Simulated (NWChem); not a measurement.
# C₂H₂FI; SMILES C=C(F)I

```xyz
6

C     -1.2206     2.0096     0.0000
C     -0.0890     1.3164     0.0000
F      1.0994     1.8898     0.0000
I      0.0289    -0.7779     0.0000
H     -2.1879     1.5105     0.0000
H     -1.1716     3.1014     0.0000
```
Atoms are numbered in this order, from 1.

Level: PBE0/def2-SVP with def2 effective core potentials on I (NWChem), optimised geometry, unscaled harmonic frequencies. def2 effective core potentials on I; no spin-orbit coupling.

**Question.** List the harmonic frequencies with IR intensities, and the thermochemistry.

**Answer.** 
```tsv
frequency (cm⁻¹)	IR intensity (km/mol)
289	0.3
326	0.3
467	3.3
585	30.8
727	0.4
865	56.6
963	28.2
1203	231.3
1376	8.3
1737	121.2
3193	5.8
3318	2.7
```

```json
{
  "zero_point_energy": "21.5 kcal/mol",
  "thermal correction to the enthalpy at 298.15 K (with zero-point energy)": "24.8 kcal/mol",
  "heat capacity Cv": "13.8 cal/(mol K)",
  "entropy at 298.15 K and 1 atm (symmetry number 1)": "72.3 cal/(mol K)"
}
```

Rigid rotor and harmonic oscillator.
